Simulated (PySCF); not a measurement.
Working out the ionisation energy of Re

Re [Xe] 4f14 5d5 6s2 (6S) → Re⁺ [Xe] 4f14 5d5 6s1 (7S). Computed with PySCF 2.14 in def2-TZVPPD with the def2 core potential (60 electrons), with scalar relativity through the core potential. Frozen: nothing. Energies in hartree (1 hartree = 27.21139 eV):

| part | Re (lower) | Re⁺ (upper) |
| --- | --- | --- |
| UHF | -77.534572 | -77.317670 |
| CCSD correlation | -0.357865 | -0.302987 |
| (T) | -0.012847 | -0.007352 |

Task: What does Hartree-Fock give?

Result: (-77.317670) − (-77.534572) = 0.216902 hartree = 5.902 eV.

Task: What do CCSD and CCSD(T) give?

Result: The CCSD correlation energies differ by 0.054878 hartree = 1.493 eV and the triples by 0.005495 hartree = 0.150 eV, so CCSD gives 7.395 eV and CCSD(T) 7.545 eV.

Measured between the centres of the two terms (NIST): 7.834 eV, so CCSD(T) (valence and next inner shell) is off by -0.289 eV.

What remains against the reference includes basis incompleteness and higher excitations.
